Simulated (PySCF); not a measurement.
## TaN: a composite coupled-cluster calculation

State: ¹Σ⁺, singlet, closed shell. De refers to Ta (5d3 6s2) + N. RHF-based CCSD(T) in PySCF 2.14 with Ta cc-pVTZ-PP with ECP60, N cc-pVTZ and Ta cc-pVQZ-PP with ECP60, N cc-pVQZ (frozen core orbitals: 5; scalar-relativistic core potentials). Correlation energies are extrapolated as n⁻³ (n = 3, 4), Hartree–Fock as (n+1)·exp(−9√n). CV is the change on freezing 0 orbitals instead, in Ta cc-pwCVTZ-PP with ECP60, N cc-pwCVTZ.

```json
{"Level": "CCSD(T)/TZ", "Re (Å)": "1.6905", "ωe (cm⁻¹)": "1077.2", "ωexe (cm⁻¹)": "3.73", "αe (cm⁻¹)": "0.00208", "De (eV)": "6.298"}
{"Level": "CCSD(T)/QZ", "Re (Å)": "1.6879", "ωe (cm⁻¹)": "1075.2", "ωexe (cm⁻¹)": "3.62", "αe (cm⁻¹)": "0.00204", "De (eV)": "6.482"}
{"Level": "HF/CBS", "Re (Å)": "1.6273", "ωe (cm⁻¹)": "1236.5", "ωexe (cm⁻¹)": "2.70", "αe (cm⁻¹)": "0.00163", "De (eV)": "1.341"}
{"Level": "MP2/CBS", "Re (Å)": "1.7072", "ωe (cm⁻¹)": "1013.5", "ωexe (cm⁻¹)": "4.35", "αe (cm⁻¹)": "0.00237", "De (eV)": "7.801"}
{"Level": "CCSD/CBS", "Re (Å)": "1.6678", "ωe (cm⁻¹)": "1136.4", "ωexe (cm⁻¹)": "3.36", "αe (cm⁻¹)": "0.00188", "De (eV)": "5.953"}
{"Level": "CCSD(T)/CBS", "Re (Å)": "1.6871", "ωe (cm⁻¹)": "1076.8", "ωexe (cm⁻¹)": "3.61", "αe (cm⁻¹)": "0.00203", "De (eV)": "6.611"}
{"Level": "CCSD(T)/CBS+CV", "Re (Å)": "1.6799", "ωe (cm⁻¹)": "1084.1", "ωexe (cm⁻¹)": "3.57", "αe (cm⁻¹)": "0.00204", "De (eV)": "6.767"}
```

Task: How much is left between CCSD(T)/QZ and the basis-set limit, and how much do the triples give at the limit?

Result: CCSD(T)/CBS less CCSD(T)/QZ: -0.8 mÅ in Re, +1.6 cm⁻¹ in ωe and +0.129 eV in De. CCSD(T)/CBS less CCSD/CBS: +19.3 mÅ in Re, -59.6 cm⁻¹ in ωe and +0.658 eV in De.

Task: What do the later terms add?

Result: CV: -7.2 mÅ in Re, +7.3 cm⁻¹ in ωe and +0.156 eV in De, each against the row above.

The T1 diagnostic is 0.036, large enough to doubt a single reference. The open-shell atoms are computed with UHF. Spin–orbit coupling, excitations beyond (T) and corrections to the Born–Oppenheimer picture are left out, and spin–orbit coupling matters for open p, d or f shells this heavy.

The whole job (state search and all basis sets along the bond) took about 13 min on 4 threads of AMD EPYC 7R43 64-Core (shared host), peak memory 6.3 GiB.
